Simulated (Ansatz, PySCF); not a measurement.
Reaction 2 R1 + R2 → 2 P1, each structure at its B3LYP-D3(BJ)/def2-TZVP stationary point, reached from a drawn start (curvature not checked).
R1, NbO (SMILES [O]=[Nb]) (charge 0, multiplicity 4, Z-matrix in Å and degrees):
```
Nb
O 1 1.6879
```
P1, NbO2 (SMILES [O]=[Nb]=[O]) (charge 0, multiplicity 2):
```xyz
3

Nb     0.00463     0.00597    -0.69391
O      1.35828    -0.00638     0.35595
O     -1.36291     0.00041     0.33796
```
R2: O2 (SMILES O=O), charge 0, multiplicity 3.

P less R. No zero-point or thermal terms; open shells are unrestricted; no spin–orbit coupling. The spin states of the d-block species are the ones drawn and need not be the lowest.

Cores are frozen in the correlated methods.

The values were computed with Ansatz (an electronic-structure program) with Gaussian orbitals; PySCF for M06-2X. No computed number here is a measurement. Elements past Kr take the def2 small-core potentials, without spin–orbit coupling.

Give the reaction energy at the level M06-2X/def2-TZVPP.

-11.04 eV

Predict the reaction energy from r2SCAN/def2-TZVPP.

-7.95 eV

Estimate the reaction energy that CCSD(T)/def2-QZVPP returns for this input.

-8.09 eV
